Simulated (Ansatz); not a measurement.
`CO[SiH](C)[GeH3]`, charge 0, multiplicity 1.

(1) Give a relaxed structure at PBE0-D4/def2-TZVP (Ansatz 0.2.0). (An estimate is asked.)

Answers

(1) Computed: 
```xyz
15

C     1.7539    0.2390    1.5602
O     1.2310   -0.5259    0.5013
Si   -0.3641   -0.5099    0.0836
C    -0.5823   -1.7689   -1.2663
Ge   -1.0444    1.6664   -0.6368
H     2.8095   -0.0125    1.6762
H     1.2399    0.0248    2.5048
H     1.6743    1.3138    1.3592
H    -1.1897   -0.8657    1.2791
H    -1.6304   -1.8267   -1.5707
H     0.0151   -1.5062   -2.1419
H    -0.2697   -2.7565   -0.9191
H    -0.7916    2.7446    0.4346
H    -2.5531    1.6833   -0.9509
H    -0.2982    2.1004   -1.9130
```
This is one stationary point; other conformers may exist.
